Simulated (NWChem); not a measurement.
HSe₂Br; SMILES [SeH][Se]Br

```xyz
4

Se     0.9526    -0.0303     0.0055
Br    -0.4497     1.8609     0.0084
Se    -0.4705    -1.8282     0.0281
H     -0.6519    -1.9420    -1.4354
```
Atoms are numbered in this order, from 1.

Geometry: optimised at PBE0/def2-SVP.

Question: List the 4 lowest vertical singlet excitations from PBE0/def2-SVPD, TDA (NWChem).

Answer: 
```csv
state,energy (eV),oscillator strength,leading excitation (squared amplitude)
S1,2.76,0.001,HOMO → LUMO (0.99)
S2,3.75,0.001,HOMO → LUMO+1 (0.94)
S3,3.99,0.054,HOMO−1 → LUMO (0.77)
S4,4.27,0.009,HOMO−2 → LUMO (0.93)
```
